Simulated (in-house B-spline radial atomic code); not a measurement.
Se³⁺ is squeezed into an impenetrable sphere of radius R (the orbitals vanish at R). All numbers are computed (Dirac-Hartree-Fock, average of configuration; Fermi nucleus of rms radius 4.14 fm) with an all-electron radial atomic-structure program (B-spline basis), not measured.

Energies in eV above the free ion in [Ar] 3d10 4s2 4p1:

| R (bohr) | highest level (eV) | [Ar] 3d10 4s2 4p1 | [Ar] 3d10 4s1 4p2 | [Ar] 3d10 4s1 4p1 4f1 |
| --- | --- | --- | --- | --- |
| 7.05 | -41.8 | 0.0002311 | 12.1 | 40.31 |
| 6.48 | -41.8 | 0.001172 | 12.1 | 40.76 |
| 5.2 | -41.8 | 0.03958 | 12.16 | 43.1 |
| 4.46 | -41.6 | 0.2726 | 12.5 | 46.32 |
| 3.32 | -39 | 4.423 | 17.72 | 60.76 |
| 3.21 | -38.2 | 5.724 | 19.27 | 63.67 |
| 2.64 | -30.4 | 21.46 | 37.2 | 90.18 |
| 2.2 | -13.7 | 60.63 | 79.75 | 140.1 |
| 1.79 | 26.9 | 172.1 | 196.6 | 258.8 |
| 1.38 | 147 | 576 | 607.2 | 641.2 |

**Question.** Does [Ar] 3d10 4s1 4p2 fall below [Ar] 3d10 4s2 4p1 under compression?

**Answer.** No, it stays above over the whole range.

**Question.** Does [Ar] 3d10 4s1 4p1 4f1 fall below [Ar] 3d10 4s2 4p1 under compression?

**Answer.** No, it stays above over the whole range.

The highest level is first positive in the row R = 1.79 bohr, pushed up by confinement above the zero of the free ion's potential. Each configuration is held fixed and needn't be the lowest in the sphere.
